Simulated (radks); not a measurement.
The nuclear charge of the cadmium ion Cd2+ is varied continuously with 46 electrons held in [Kr] 4d10. Calculated with a radial shooting solver on a logarithmic mesh with Libxc functionals: Dirac Kohn-Sham, LDA (Slater exchange, Perdew-Wang correlation), spin-unpolarised, spherical densities, point nucleus. By the Hellmann-Feynman theorem dE/dZ = E(electron-nucleus)/Z, the electronic potential at the nucleus.

| Z | E (hartree) | E(electron-nucleus)/Z (hartree) | HOMO | e(HOMO) (eV) | <r> HOMO (bohr) |
|---|---|---|---|---|---|
| 47.5 | -5450.00558 | -277.952 | 4d5/2 | -22.703 | 1.324 |
| 47.6 | -5477.84127 | -278.761 | 4d5/2 | -24.191 | 1.311 |
| 47.7 | -5505.75784 | -279.570 | 4d5/2 | -25.708 | 1.298 |
| 47.8 | -5533.75531 | -280.379 | 4d5/2 | -27.251 | 1.285 |
| 47.9 | -5561.83367 | -281.188 | 4d5/2 | -28.821 | 1.273 |
| 48 | -5589.99295 | -281.997 | 4d5/2 | -30.417 | 1.261 |
| 48.1 | -5618.23314 | -282.807 | 4d5/2 | -32.040 | 1.249 |
| 48.2 | -5646.55426 | -283.616 | 4d5/2 | -33.688 | 1.238 |
| 48.3 | -5674.95633 | -284.425 | 4d5/2 | -35.361 | 1.227 |
| 48.4 | -5703.43936 | -285.235 | 4d5/2 | -37.060 | 1.216 |
| 48.5 | -5732.00337 | -286.045 | 4d5/2 | -38.783 | 1.206 |
| 48.6 | -5760.64837 | -286.855 | 4d5/2 | -40.531 | 1.196 |
| 48.7 | -5789.37438 | -287.665 | 4d5/2 | -42.303 | 1.186 |
| 48.8 | -5818.18142 | -288.476 | 4d5/2 | -44.099 | 1.176 |
| 48.9 | -5847.06951 | -289.286 | 4d5/2 | -45.919 | 1.167 |
| 49 | -5876.03867 | -290.097 | 4d5/2 | -47.763 | 1.158 |

The central difference of E at Z = 48 is -281.997 hartree, to compare with the third column; the second derivative is -8.09 hartree.
